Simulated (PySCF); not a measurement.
C8H12Si: full NMR table

- Formula: C8H12Si
- SMILES: C[Si@@H]1C=CC=C1C1CC1
- InChI: InChI=1S/C8H12Si/c1-9-6-2-3-8(9)7-4-5-7/h2-3,6-7,9H,4-5H2,1H3/t9-/m1/s1
- Point group of the computed structure: C1
- Degrees of unsaturation: 4
- Carbon signals: 8
- Proton signals: 10

Molfile (atoms numbered from 1):
```
C8H12Si
     RDKit          3D

 21 22  0  0  0  0  0  0  0  0999 V2000
   -2.5043   -1.3015   -0.3806 C   0  0  0  0  0  0  0  0  0  0  0  0
   -1.6124   -0.0924    0.7809 Si  0  0  2  0  0  4  0  0  0  0  0  0
   -1.9374    1.7314    0.4426 C   0  0  0  0  0  0  0  0  0  0  0  0
   -0.7907    2.3147    0.0682 C   0  0  0  0  0  0  0  0  0  0  0  0
    0.3845    1.4671   -0.0024 C   0  0  0  0  0  0  0  0  0  0  0  0
    0.2117    0.1729    0.3230 C   0  0  0  0  0  0  0  0  0  0  0  0
    1.2549   -0.8586    0.3234 C   0  0  0  0  0  0  0  0  0  0  0  0
    2.3405   -0.8624   -0.7265 C   0  0  0  0  0  0  0  0  0  0  0  0
    2.6820   -0.5228    0.6840 C   0  0  0  0  0  0  0  0  0  0  0  0
   -3.5643   -1.3433   -0.1525 H   0  0  0  0  0  0  0  0  0  0  0  0
   -2.1027   -2.3041   -0.2744 H   0  0  0  0  0  0  0  0  0  0  0  0
   -2.3955   -1.0058   -1.4196 H   0  0  0  0  0  0  0  0  0  0  0  0
   -1.7821   -0.4738    2.1899 H   0  0  0  0  0  0  0  0  0  0  0  0
   -2.8602    2.2794    0.5292 H   0  0  0  0  0  0  0  0  0  0  0  0
   -0.7000    3.3639   -0.1806 H   0  0  0  0  0  0  0  0  0  0  0  0
    1.3271    1.9010   -0.3070 H   0  0  0  0  0  0  0  0  0  0  0  0
    0.9042   -1.8333    0.6422 H   0  0  0  0  0  0  0  0  0  0  0  0
    2.3288   -0.0679   -1.4567 H   0  0  0  0  0  0  0  0  0  0  0  0
    2.6615   -1.8144   -1.1223 H   0  0  0  0  0  0  0  0  0  0  0  0
    2.9046    0.5052    0.9248 H   0  0  0  0  0  0  0  0  0  0  0  0
    3.2410   -1.2382    1.2684 H   0  0  0  0  0  0  0  0  0  0  0  0
  1  2  1  0
  2  3  1  0
  3  4  2  0
  4  5  1  0
  5  6  2  0
  6  7  1  0
  7  8  1  0
  8  9  1  0
  6  2  1  0
  9  7  1  0
  1 10  1  0
  1 11  1  0
  1 12  1  0
  2 13  1  1
  3 14  1  0
  4 15  1  0
  5 16  1  0
  7 17  1  0
  8 18  1  0
  8 19  1  0
  9 20  1  0
  9 21  1  0
M  END
```

Computational details: NMR shieldings at PBE0/pcSseg-1/GIAO, GFN2-xTB geometry, in PySCF (no solvent model, equivalent nuclei averaged, one conformer, non-relativistic Hamiltonian).

Shifts are taken against calculated references (same method and geometry level): 1H (σ = 31.72 ppm) and 13C (σ = 186.93 ppm) and 29Si (σ = 349.16 ppm) vs TMS.

| carbon | δC, type | δH (multiplicity) | HMBC from (2–3 bonds) | span of the C tensor (ppm) |
| --- | --- | --- | --- | --- |
| C1 | -6.7, CH3 | 0.36 (d) | H14, H13 | 8 |
| C3 | 130.7, CH | 5.84 (m) | H15, H16, H13, H10/H11/H12 | 214 |
| C4 | 156.0, CH | 7.18 (m) | H16, H14, H13 | 229 |
| C5 | 137.5, CH | 6.26 (d) | H15, H14, H13, H17 | 208 |
| C6 | 164.5, C | – | H15, H16, H14, H13, H17, H21, H19, H20, H18, H10/H11/H12 | 227 |
| C7 | 14.9, CH | 1.47 (m) | H16, H13, H21, H19, H20, H18 | 82 |
| C8 | 18.9, CH2 | H18 0.52 (m); H19 1.04 (m) | H17, H21, H20 | 66 |
| C9 | 18.0, CH2 | H20 0.62 (m); H21 1.05 (m) | H17, H19, H18 | 64 |

Other nuclei:
```
atoms  nucleus                                                environment  δ (ppm)  σ (ppm)
  H13       1H  hydrogen on a silicon bonded to 3 C, in a 5-membered ring     4.79    26.93
  Si2     29Si             silicon bonded to 3 C, H, in a 5-membered ring    -20.4    369.6
```

- Carbon types of the structure: 1 × C, 4 × CH, 2 × CH2, 1 × CH3, leaving 1 H on heteroatoms.
- δC 164.5: fully substituted alkene carbon; as expected for a trigonal carbon in a double bond.
- δC 156.0, 137.5, 130.7: alkene CH; as expected for a trigonal carbon in a double bond.
- δC -6.7: methyl carbon bonded to Si; an electropositive neighbour leaves it electron-rich and shielded.
- δH 7.18, 6.26, 5.84: hydrogen on an alkene CH; a vinylic proton, deshielded by the sp2 carbon and the C=C anisotropy.
- δH 1.47, 1.05, 1.04, 0.62, 0.52: hydrogen on a three-membered-ring carbon; cyclopropane-type protons are shielded by the ring.

Shifts are as computed. Against solution values, carbons near 30 ppm lie about +3 ppm off and those near 130 ppm about +5 ppm. Of 1211 compounds with measured shifts, 218 miss one by over three times the rms of a fit or turn the order of signals round; such compounds aren't used in these exercises. No couplings were computed; multiplicities are counted from neighbouring protons, with m where these are inequivalent, close in shift, in a saturated or five-membered ring or joined by F or P, and br s for small geminal =CH2 splittings.
